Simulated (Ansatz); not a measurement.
`CBC[SiH2]F` + H₂ → `BC[SiH2]F` + CH₄ at 298.15 K and 1 bar (hydrogenolysis of a B–C bond).

Calculated with Ansatz (gas phase, PBE0-D4/def2-TZVP geometries, no zero-point term in ΔE). CCSD(T)/CBS is the MP2 limit (def2-TZVPP, def2-QZVPP) plus CCSD(T) − MP2 in def2-TZVPP, frozen cores. This one scheme is used for every species. One conformer a species, not always the lowest.

```json
{"species": "`CBC[SiH2]F`", "CCSD(T)/CBS energy (Eh)": "-494.66261", "H − E (kJ/mol)": "275.2", "S (J/(mol·K))": "371.0"}
{"species": "H₂", "CCSD(T)/CBS energy (Eh)": "-1.17544", "H − E (kJ/mol)": "35.1", "S (J/(mol·K))": "130.4"}
{"species": "`BC[SiH2]F`", "CCSD(T)/CBS energy (Eh)": "-455.38132", "H − E (kJ/mol)": "196.4", "S (J/(mol·K))": "323.3"}
{"species": "CH₄", "CCSD(T)/CBS energy (Eh)": "-40.46206", "H − E (kJ/mol)": "127.4", "S (J/(mol·K))": "186.2"}
```

H − E and S are ideal-gas, rigid-rotor, harmonic terms from PBE0-D4/def2-TZVP, for one conformer and one mirror image of each species. For small species the MP2-based limit differs from directly extrapolated CCSD(T) by up to some mEh (0.8 for H₂); such offsets cancel only in part. 1 Eh = 2625.50 kJ/mol, R = 8.31446 J/(mol·K).

**Question.** By hand: ΔE, ΔH, ΔS and ΔG.

**Answer.** ΔE = (-455.38132) + (-40.46206) − (-494.66261) − (-1.17544) = -0.00533 Eh = -14.0 kJ/mol. Δ(H − E) = 196.4 + 127.4 − 275.2 − 35.1 = 13.5, so ΔH = -0.5 kJ/mol. ΔS = 323.3 + 186.2 − 371.0 − 130.4 = 8.1 J/(mol·K). ΔG = -0.5 − 298.15 × (8.1)/1000 = -2.9 kJ/mol.

**Question.** By hand: the equilibrium constant, and the temperature at which ΔG would vanish if ΔH and ΔS stayed fixed.

**Answer.** log₁₀ K = −ΔG/(RT ln 10) = 0.5. ΔH and −TΔS have one sign here, so there is no such temperature. One of them is within its doubt of zero, so this could turn.

TΔS isn't small against ΔH here. The sign of ΔG lies within the doubt. A doubt of 5 kJ/mol in ΔE shifts log₁₀ K by 0.9 here. Other conformers and mirror images would add mixing entropy, several J/(mol·K) or more a flexible species. Modes under 60 cm⁻¹, often nearly free rotors, make the harmonic entropy too high. These are equilibria of isolated gas molecules and say nothing of rates. Largest T1 diagnostic: 0.011 (customary marks: 0.02 for closed shells, 0.045 for open ones).
